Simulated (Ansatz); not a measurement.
Reaction (formal exchange of groups at the Sn–N bond): `C#C[NH][SnH3]` + `[CH3][AlH][SiH2]C` → `C[SiH2][AlH][SnH3]` + `C#CNC`

Program: Ansatz. Geometries: PBE0-D4/def2-TZVP. ΔE: electronic, gas phase. CCSD(T)/CBS is the MP2 limit (def2-TZVPP, def2-QZVPP) plus CCSD(T) − MP2 in def2-TZVPP, frozen cores. DFT in def2-TZVPP. Elements past krypton have def2 core potentials. For Sn outer-core shells are correlated without core-valence functions, which leaves a few kJ/mol of doubt a bond. One conformer a species, not always the lowest.

```csv
level,ΔE (kcal/mol)
PBE-D4,3.6
r2SCAN-D4,6.1
ωB97M-V,6.9
MP2/CBS(def2),8.1
```

What does CCSD(T)/CBS give? (Best estimate.)

Ansatz gave: +6.6 kcal/mol. The listed levels differ from it by -3.0, -0.5, 0.3, 1.5 kcal/mol.

Largest T1 diagnostic among the species: 0.014.

In def2-TZVPP, CCSD(T) changes the Hartree–Fock value by +0.8 kcal/mol (the triples alone add +0.3 kcal/mol) and MP2 by +2.3 kcal/mol.
